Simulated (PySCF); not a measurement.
C$_{4}$H$_{9}$O$_{3}$Si, doublet, geometry from GFN2-xTB; CCSD(T)/STO-3G in PySCF.

The PySCF input:
```python
from pyscf import gto, scf, cc

mol = gto.M(
    atom='''
C    -1.16378327    2.32077789   -0.05444850
C    -0.20918460    1.61039233    0.46448743
Si    0.17195920   -0.25332511   -0.23780180
O     0.23081552   -0.04888493   -1.75200223
O    -1.03336833   -0.98953057    0.58055555
C    -2.35345598   -0.98209564    0.15310211
O     1.42126644   -0.66730468    0.71372810
C     2.75347124   -0.53276168    0.33469852
H    -1.42283444    3.29964269    0.33355655
H    -1.73379526    1.99095718   -0.90701580
H     0.43190449    1.84288055    1.29258962
H    -2.42452562   -1.17284166   -0.91923206
H    -2.88925905   -1.75808322    0.70236234
H    -2.81735583   -0.01255099    0.36673452
H     3.33276586   -1.29381403    0.86055344
H     3.12893806    0.45592086    0.61599108
H     2.87473949   -0.65767598   -0.74160333
''',
    basis='sto-3g',
    spin=1,
    verbose=4,
)

mf = scf.UHF(mol)
mf.kernel()

mycc = cc.CCSD(mf, frozen=12)
mycc.kernel()
et = mycc.ccsd_t()
print('E(CCSD(T)) = %.10f' % (mycc.e_tot + et))
```

Task: Write the output that PySCF gives for this input, abridged.

Result: 
```
PySCF version 2.14.0

[INPUT] verbose = 4
[INPUT] num. atoms = 17
[INPUT] num. electrons = 71
[INPUT] charge = 0
[INPUT] spin (= nelec alpha-beta = 2S) = 1
[INPUT] symmetry False subgroup None
[INPUT] Mole.unit = angstrom
[INPUT] Symbol           X                Y                Z      unit          X                Y                Z       unit  Magmom
[...]
nuclear repulsion = 483.791452734265
number of shells = 35
number of NR pGTOs = 159
number of NR cGTOs = 53
basis = sto-3g
ecp = {}

******** <class 'pyscf.scf.uhf.UHF'> ********
method = UHF
initial guess = minao
damping factor = 0
level_shift factor = 0
DIIS = <class 'pyscf.scf.diis.CDIIS'>
diis_start_cycle = 1
diis_space = 8
diis_damp = 0
SCF conv_tol = 1e-09
SCF conv_tol_grad = None
SCF max_cycles = 50
direct_scf = True
direct_scf_tol = 1e-13
number electrons alpha = 36  beta = 35
Set gradient conv threshold to 3.16228e-05
init E= -663.285590786201

cycle= 1 E= -661.495680575635  delta_E= 1.79  |g|= 0.569  |ddm|= 3.64
cycle= 2 E= -661.728930903042  delta_E= -0.233  |g|= 0.479  |ddm|= 1.55
cycle= 3 E= -661.867175548145  delta_E= -0.138  |g|= 0.117  |ddm|= 0.65
cycle= 4 E= -661.898871814995  delta_E= -0.0317  |g|= 0.101  |ddm|= 0.297
cycle= 5 E= -661.920361307287  delta_E= -0.0215  |g|= 0.0516  |ddm|= 0.263
cycle= 6 E= -661.929312997216  delta_E= -0.00895  |g|= 0.0229  |ddm|= 0.223
cycle= 7 E= -661.930685581498  delta_E= -0.00137  |g|= 0.0177  |ddm|= 0.0677
cycle= 8 E= -661.931978632405  delta_E= -0.00129  |g|= 0.0102  |ddm|= 0.0893
cycle= 9 E= -661.932599678451  delta_E= -0.000621  |g|= 0.00729  |ddm|= 0.0637
cycle= 10 E= -661.932946962208  delta_E= -0.000347  |g|= 0.0059  |ddm|= 0.0436
cycle= 11 E= -661.933224678542  delta_E= -0.000278  |g|= 0.00542  |ddm|= 0.0414
cycle= 12 E= -661.933357846615  delta_E= -0.000133  |g|= 0.00525  |ddm|= 0.0206
cycle= 13 E= -661.933450555311  delta_E= -9.27e-05  |g|= 0.00525  |ddm|= 0.0137
cycle= 14 E= -661.93346863167  delta_E= -1.81e-05  |g|= 0.00525  |ddm|= 0.00273
cycle= 15 E= -661.93286752234  delta_E= 0.000601  |g|= 0.00465  |ddm|= 0.0933
cycle= 16 E= -661.932195761003  delta_E= 0.000672  |g|= 0.00446  |ddm|= 0.428
cycle= 17 E= -661.932202872274  delta_E= -7.11e-06  |g|= 0.00468  |ddm|= 0.0076
cycle= 18 E= -661.932081497976  delta_E= 0.000121  |g|= 0.00127  |ddm|= 0.219
cycle= 19 E= -661.932060693917  delta_E= 2.08e-05  |g|= 0.00103  |ddm|= 0.0326
cycle= 20 E= -661.932059905845  delta_E= 7.88e-07  |g|= 0.000859  |ddm|= 0.00484
cycle= 21 E= -661.932061150615  delta_E= -1.24e-06  |g|= 0.000397  |ddm|= 0.0187
cycle= 22 E= -661.932063208237  delta_E= -2.06e-06  |g|= 0.000509  |ddm|= 0.0222
cycle= 23 E= -661.932062395215  delta_E= 8.13e-07  |g|= 0.0003  |ddm|= 0.0229
cycle= 24 E= -661.93206194297  delta_E= 4.52e-07  |g|= 0.000265  |ddm|= 0.00623
cycle= 25 E= -661.932062627598  delta_E= -6.85e-07  |g|= 0.000242  |ddm|= 0.00486
cycle= 26 E= -661.932064629205  delta_E= -2e-06  |g|= 0.000186  |ddm|= 0.00694
cycle= 27 E= -661.932066595859  delta_E= -1.97e-06  |g|= 9.01e-05  |ddm|= 0.0118
cycle= 28 E= -661.932066931858  delta_E= -3.36e-07  |g|= 3.27e-05  |ddm|= 0.00574
cycle= 29 E= -661.932066949364  delta_E= -1.75e-08  |g|= 1.3e-05  |ddm|= 0.00152
cycle= 30 E= -661.932066950112  delta_E= -7.47e-10  |g|= 6.34e-06  |ddm|= 0.000233
Extra cycle  E= -661.932066950178  delta_E= -6.59e-11  |g|= 4.44e-06  |ddm|= 1.25e-05
converged SCF energy = -661.932066950178  <S^2> = 0.7691616  2S+1 = 2.0190707

******** <class 'pyscf.cc.uccsd.UCCSD'> ********
CC2 = 0
CCSD nocc = (np.int64(24), np.int64(23)), nmo = (41, 41)
frozen orbitals 12
max_cycle = 50
direct = 0
conv_tol = 1e-07
conv_tol_normt = 1e-06
diis_space = 6
diis_start_cycle = 0
diis_start_energy_diff = 1e+09
Init t2, MP2 energy = -0.333647559184835
Init E_corr(UCCSD) = -0.333647559205972
cycle = 1  E_corr(UCCSD) = -0.390356193637709  dE = -0.0567086344  norm(t1,t2) = 0.117531
cycle = 2  E_corr(UCCSD) = -0.412768617862822  dE = -0.0224124242  norm(t1,t2) = 0.0476461
cycle = 3  E_corr(UCCSD) = -0.425169728214381  dE = -0.0124011104  norm(t1,t2) = 0.0272767
cycle = 4  E_corr(UCCSD) = -0.428290529664873  dE = -0.00312080145  norm(t1,t2) = 0.0127869
cycle = 5  E_corr(UCCSD) = -0.428035540295707  dE = 0.000254989369  norm(t1,t2) = 0.00783334
cycle = 6  E_corr(UCCSD) = -0.428080358030634  dE = -4.48177349e-05  norm(t1,t2) = 0.00387292
cycle = 7  E_corr(UCCSD) = -0.428229101056431  dE = -0.000148743026  norm(t1,t2) = 0.0024425
cycle = 8  E_corr(UCCSD) = -0.428263990933101  dE = -3.48898767e-05  norm(t1,t2) = 0.00136318
cycle = 9  E_corr(UCCSD) = -0.428296936826907  dE = -3.29458938e-05  norm(t1,t2) = 0.000935624
cycle = 10  E_corr(UCCSD) = -0.428309822374159  dE = -1.28855473e-05  norm(t1,t2) = 0.000542164
cycle = 11  E_corr(UCCSD) = -0.42830325779422  dE = 6.56457994e-06  norm(t1,t2) = 0.000314255
cycle = 12  E_corr(UCCSD) = -0.428298124220558  dE = 5.13357366e-06  norm(t1,t2) = 0.00023769
cycle = 13  E_corr(UCCSD) = -0.428291184009527  dE = 6.94021103e-06  norm(t1,t2) = 0.000195426
cycle = 14  E_corr(UCCSD) = -0.428288458538768  dE = 2.72547076e-06  norm(t1,t2) = 0.000159681
cycle = 15  E_corr(UCCSD) = -0.428288619393615  dE = -1.60854847e-07  norm(t1,t2) = 0.000133046
cycle = 16  E_corr(UCCSD) = -0.428288455157275  dE = 1.6423634e-07  norm(t1,t2) = 0.000121625
cycle = 17  E_corr(UCCSD) = -0.428288536757547  dE = -8.16002721e-08  norm(t1,t2) = 0.000111312
cycle = 18  E_corr(UCCSD) = -0.428288924230319  dE = -3.87472773e-07  norm(t1,t2) = 9.93903e-05
cycle = 19  E_corr(UCCSD) = -0.428288780997186  dE = 1.43233133e-07  norm(t1,t2) = 8.64997e-05
cycle = 20  E_corr(UCCSD) = -0.428288976561436  dE = -1.9556425e-07  norm(t1,t2) = 6.61648e-05
cycle = 21  E_corr(UCCSD) = -0.428288369486803  dE = 6.07074633e-07  norm(t1,t2) = 4.24995e-05
cycle = 22  E_corr(UCCSD) = -0.428288473212844  dE = -1.0372604e-07  norm(t1,t2) = 2.87972e-05
cycle = 23  E_corr(UCCSD) = -0.428288844885127  dE = -3.71672284e-07  norm(t1,t2) = 1.9461e-05
cycle = 24  E_corr(UCCSD) = -0.428289176577582  dE = -3.31692455e-07  norm(t1,t2) = 1.23469e-05
cycle = 25  E_corr(UCCSD) = -0.428289349016931  dE = -1.72439348e-07  norm(t1,t2) = 8.54434e-06
cycle = 26  E_corr(UCCSD) = -0.42828933268577  dE = 1.63311603e-08  norm(t1,t2) = 6.23636e-06
cycle = 27  E_corr(UCCSD) = -0.428289258559031  dE = 7.41267394e-08  norm(t1,t2) = 4.22542e-06
cycle = 28  E_corr(UCCSD) = -0.42828921841522  dE = 4.01438106e-08  norm(t1,t2) = 3.27489e-06
cycle = 29  E_corr(UCCSD) = -0.428289229938368  dE = -1.15231476e-08  norm(t1,t2) = 2.56877e-06
cycle = 30  E_corr(UCCSD) = -0.428289263498619  dE = -3.35602513e-08  norm(t1,t2) = 2.06626e-06
cycle = 31  E_corr(UCCSD) = -0.428289282242911  dE = -1.8744292e-08  norm(t1,t2) = 1.82225e-06
cycle = 32  E_corr(UCCSD) = -0.428289275162303  dE = 7.0806086e-09  norm(t1,t2) = 1.6035e-06
cycle = 33  E_corr(UCCSD) = -0.428289244614456  dE = 3.05478464e-08  norm(t1,t2) = 1.33107e-06
cycle = 34  E_corr(UCCSD) = -0.428289206131013  dE = 3.84834437e-08  norm(t1,t2) = 1.12867e-06
cycle = 35  E_corr(UCCSD) = -0.428289182709741  dE = 2.34212718e-08  norm(t1,t2) = 9.44264e-07
UCCSD converged
E(UCCSD) = -662.3603561328874  E_corr = -0.4282891827097408
UCCSD(T) correction = -0.00784746925262793
E(CCSD(T)) = -662.3682036021
```
